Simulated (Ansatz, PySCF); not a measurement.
Energy difference R1 + R2 → P1 + P2, each structure at its B3LYP-D3(BJ)/def2-TZVP stationary point, reached from a drawn start (curvature not checked).
R1, F6Mo (SMILES [F][Mo]([F])([F])([F])([F])[F]) (charge 0, multiplicity 1, Z-matrix in Å and degrees):
```
Mo
F 1 1.8307
F 1 1.8307 2 90.01
F 1 1.8307 2 90.01 3 89.99
F 1 1.8307 2 90.00 4 -179.99
F 1 1.8307 2 89.99 5 -90.01
F 1 1.8307 3 90.00 4 -90.00
```
R2, Si2H6 (SMILES [SiH3][SiH3]) (charge 0, multiplicity 1):
| atom | x (Å) | y (Å) | z (Å) |
|---|---|---|---|
| Si | -0.8450 | -0.6862 | -0.4350 |
| Si | 0.8450 | 0.6862 | 0.4350 |
| H | -0.3880 | -1.3328 | -1.6891 |
| H | -1.2018 | -1.7444 | 0.5410 |
| H | -2.0578 | 0.1152 | -0.7297 |
| H | 2.0578 | -0.1151 | 0.7296 |
| H | 1.2017 | 1.7445 | -0.5410 |
| H | 0.3879 | 1.3328 | 1.6892 |
P1: F5HMo (SMILES [F][MoH]([F])([F])([F])[F]), charge 0, multiplicity 1.
P2, FH5Si2 (SMILES F[SiH2][SiH3]) (charge 0, multiplicity 1, Z-matrix in Å and degrees):
```
Si
F 1 1.6136
H 1 1.4817 2 107.61
H 1 1.4817 3 108.95 2 -116.39
Si 1 2.3472 3 111.52 4 -123.52
H 5 1.4821 1 110.57 3 -58.42
H 5 1.4821 6 109.23 1 121.90
H 5 1.4842 6 108.99 7 118.98
```

P less R. No zero-point or thermal terms; no spin–orbit coupling.

The values were computed with Ansatz (a program for electronic structure) with Gaussian orbitals; PySCF for the D3/D4 terms. All values are computed, each at the level named. Elements past Kr take the def2 small-core potentials, without spin–orbit coupling.

Question: One of these levels gives -4.19 kcal/mol for the reaction energy. Which one is it?
A) B3LYP-D3(BJ)/def2-TZVPP
B) PBE-D3(BJ)/def2-TZVPP
C) B97M-V/def2-TZVPP
D) BHLYP-D4/def2-TZVPP

Answer: D, BHLYP-D4/def2-TZVPP. The others give 7.61 (PBE-D3(BJ)/def2-TZVPP), 6.16 (B97M-V/def2-TZVPP), 2.20 (B3LYP-D3(BJ)/def2-TZVPP)
